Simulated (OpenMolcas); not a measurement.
## Potential curves of BBr: spin–orbit levels

Calculated with OpenMolcas 26.06: state-averaged CASSCF(8,7) over Br 4p, B 2s 2p, XMS-CASPT2 (IPEA 0.25, imaginary shift 0.2 hartree), scalar X2C, ANO-RCC-VTZP, then RASSI spin–orbit state interaction with atomic mean-field integrals. C2 symmetry about the axis (a holds Σ, Δ, Γ; b holds Π, Φ, H; Σ⁺ and Σ⁻ are not told apart); roots by multiplicity and irrep: 1a 4, 3b 2, 1b 2, 3a 4.

XMS-CASPT2 energies with spin–orbit state interaction in eV from the lowest point. Curves are followed by energy order within each symmetry, so they are adiabatic and may change character at avoided crossings; for Ω = 0 the + and − levels are counted together.

```tsv
R (Å)	(1)Ω=0	(1)Ω=1	(1)Ω=2	(2)Ω=1	(4)Ω=0	(2)Ω=2	(3)Ω=1
1.633	0.951	3.208	3.236	5.180	7.822	8.437	7.802
1.728	0.349	2.640	2.665	4.642	7.177	7.464	7.085
1.813	0.087	2.431	2.454	4.434	6.520	6.780	6.500
1.899	0.000	2.414	2.434	4.371	5.999	6.231	5.989
1.994	0.045	2.538	2.555	4.429	5.615	5.800	5.609
2.089	0.193	2.745	2.760	4.515	5.337	5.481	5.338
2.222	0.493	3.113	3.125	4.613	5.065	5.162	5.074
2.393	0.953	3.592	3.601	4.662	4.840	4.890	4.863
2.659	1.704	4.129	4.131	4.598	4.636	4.653	4.678
3.038	2.676	4.401	4.391	4.506	4.510	4.516	4.559
3.608	3.749	4.449	4.425	4.454	4.478	4.483	4.519
4.368	4.429	4.446	4.437	4.459	4.493	4.492	4.529
```

(1) With masses 78.918 and 11.009 u, fit the curves (1)Ω=0, (1)Ω=1, (1)Ω=2 near their minima.

The 7 lowest clean curves are shown; the next is (1)Ω=3, from 4.52 eV. Left out for impure symmetry, kinks or missing points, though low: (2)Ω=0, (3)Ω=0. Only roots inside an energy window near the equilibrium distance were included, so the list of states is not complete; labels number the states computed. Each spin and symmetry block has orbitals of its own, averaged over its own roots, so gaps between blocks are less sure than gaps within one and near the minimum can be off by tenths of an eV, in bad cases by more. No Rydberg orbitals are active, so Rydberg states, and σ→σ* states whose orbital the CASSCF left unused, can be missing between those listed. CASPT2 splits the two components of degenerate states numerically, here by up to 67 cm⁻¹. At stretched bonds a block can hold a wrong CASSCF solution and miss its lowest state; points past a visible jump are left out. Points that failed a check (symmetry, reference weights, a jump) are left out.

Results:

(1) At XMS-CASPT2 with spin–orbit state interaction, Te from the lowest curve (the fit fixes ωe to a per cent or two; the method's Re and ωe can be off by some per cent):

| curve | Te (cm⁻¹) | Re (Å) | ωe (cm⁻¹) |
| --- | --- | --- | --- |
| (1)Ω=0 | 0 | 1.912 | 668.6 |
| (1)Ω=1 | 19390 | 1.864 | 751.8 |
| (1)Ω=2 | 19560 | 1.865 | 748.8 |
